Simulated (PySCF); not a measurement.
Computed IR spectrum (relative IR intensity) of a molecule C3H7AlO. Geometry optimised at ωB97X-D3(BJ)/def2-SVP. One conformer was computed; it need not be the lowest. Calculation: ωB97X-D3(BJ)/def2-SVP (PySCF). Frequencies are harmonic and unscaled.

Lines under 2 % of the strongest are left out, and lines within 2 cm⁻¹ are merged.

ν (cm⁻¹): 175 (vw), 278 (vw), 544 (s), 647 (m), 681 (m), 777 (s), 1000 (w), 1023 (w), 1073 (vw), 1192 (w), 1262 (vs), 1279 (m), 1432 (w), 1495 (w), 1682 (w), 1958 (s), 3014 (m), 3095 (m), 3112 (w), 3124 (w), 3213 (w) (against the strongest line: vs over 80 %, s over 45 %, m over 15 %, w over 4 %, vw less)

Pick the molecule that these values belong to.
A. C=[CH][Al]([CH3])[OH]
B. C=C[CH2][AlH][OH]
C. C=[CH][AlH][O]C

C, C=[CH][AlH][O]C
